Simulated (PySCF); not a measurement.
Compound: [InFH3]- (charge -1).
SMILES: `[H][In-]([H])([H])[F]`

Method used: PBE0-D3(BJ)/def2-SVP geometry optimisation, gas phase, def2 core potentials past Kr in PySCF.

Take the most abundant isotopes and a rigid rotor. 

Q: Give the principal moments of inertia and the rotational constants in GHz.

A: Ia = 8.95, Ib = 73.78, Ic = 73.81 u·Å²; 505379 MHz·u·Å²/I gives 56463, 6850 and 6847 MHz, that is A = 56.463, B = 6.8503, C = 6.8473 GHz.

Q: What kind of rotor is it?

A: A prolate symmetric top, as the point group C3v requires two equal moments; the computed ones differ by 0.04 % because the geometry is symmetric only within the optimiser's tolerance; Ray's κ = -1.000.

Q: Where do the R-branch lines fall?

A: The dipole of 1.33 D (about the centre of mass, as the species is charged) lies along the symmetry axis, so ΔK = 0 and J+1 ← J falls at 2B(J+1) for every K: 13.70 GHz, 27.40 GHz, 41.09 GHz, 54.79 GHz, 68.49 GHz for J = 0 to 4.

Q: Estimate the classical rotational partition function at 50 K, 200 K and 298.15 K.

A: Point group C3v, symmetry number σ = 3; q = (√π/σ)·√((kT/h)³/(ABC)), k/h = 20836.6 MHz/K: 386 at 50 K, 3090 at 200 K, 5620 at 298.15 K.

Not checked by PBE0-D3(BJ)/def2-SVP frequencies. The geometry's basis has no diffuse functions, a weakness for an anion. Constants of a rigid frame at the computed geometry: no zero-point averaging, no centrifugal distortion.
